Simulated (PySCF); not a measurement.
Correlation energy of Zn(3+) (zinc, charge +3)

[Ar] 3d9, 2D determinant. Computed with PySCF 2.14 in dyall-av2z (16s12p7d2f, 101 functions), with the non-relativistic Hamiltonian (point nucleus). Frozen: [Ar]; 9 electrons correlated; the 34 highest virtual orbitals of each spin left out.

```json
{"level": "CCSD", "correlation energy (mhartree)": "-263.43"}
{"level": "(T)", "correlation energy (mhartree)": "-3.15"}
{"level": "CCSD(T)", "correlation energy (mhartree)": "-266.58"}
```

Diagnostics: T1 = 0.0045, D1 = 0.0066, largest double amplitude 0.013.

Cost of the coupled-cluster step: roughly 12 core-seconds, for 9 correlated electrons.
